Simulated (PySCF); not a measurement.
## Curvature of the energy in the electron number along group 13, charge +1

Calculated with PySCF 2.14, in aug-cc-pV(D+d)Z, non-relativistic, aug-cc-pVDZ-PP with ECP10MDF, ECP, aug-cc-pVDZ-PP with ECP28MDF, ECP, aug-cc-pVDZ-PP with ECP60MDF, ECP: one orbital is emptied in steps, and each cell gives the departure of E from the straight line at half an electron, in eV (from a cubic fit). The exact functional gives zero.

```csv
species,orbital,LDA,PBE,r2SCAN,PBE0,BHandHLYP,LC-wPBE,UHF
Al⁺,3s beta,-0.99,-0.99,-0.81,-0.73,-0.55,-0.09,0.05
Ga⁺,4s beta,-1.13,-1.12,-0.96,-0.81,-0.57,-0.11,0.06
In⁺,5s beta,-1.03,-1.03,-0.89,-0.74,-0.51,-0.07,0.06
Tl⁺,6s beta,-1.08,-1.07,-0.97,-0.77,-0.51,-0.09,0.08
```

Problem. How does the mean departure depend on the functional?

Solution. LDA -1.06 eV; PBE -1.05 eV; r2SCAN -0.91 eV; PBE0 -0.76 eV; BHandHLYP -0.54 eV; LC-wPBE -0.09 eV; UHF 0.06 eV. Semilocal functionals are convex (delocalisation error), Hartree-Fock is concave or straight, and exact exchange removes curvature roughly in proportion to its share, so among the functionals the range-separated hybrids usually come closest to zero.

No spin-orbit coupling is included.
